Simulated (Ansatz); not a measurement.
Ansatz (a first-principles code) input:

Ansatz 0.2 input:
```yaml
crystal:
  periodic: [false, false, false]
  atoms:
    - {symbol: Si, position_ang: [0.07253598, -0.53002371, 0.04682337]}
    - {symbol: O, position_ang: [-0.21538063, 1.00680148, -0.08995320]}
    - {symbol: H, position_ang: [-1.13206193, -1.35482793, 0.10253438]}
    - {symbol: H, position_ang: [1.44688769, -1.03755037, 0.10864936]}
    - {symbol: H, position_ang: [0.39271559, 1.75829848, -0.14708533]}
basis:
  gaussian:
    orbitals: def2-TZVP
total_charge: 1
magnetization: {spin_polarized: false}
correlation: {method: mp2, electrons: outside_noble_gas}
relax: {f_tol: 0.003, max_steps: 100}
```

### Question
Predict the final energy.

### Answer
-365.66412 Eh (MP2/def2-TZVP). The basis has 86 functions.

It need not be the lowest isomer of its formula.
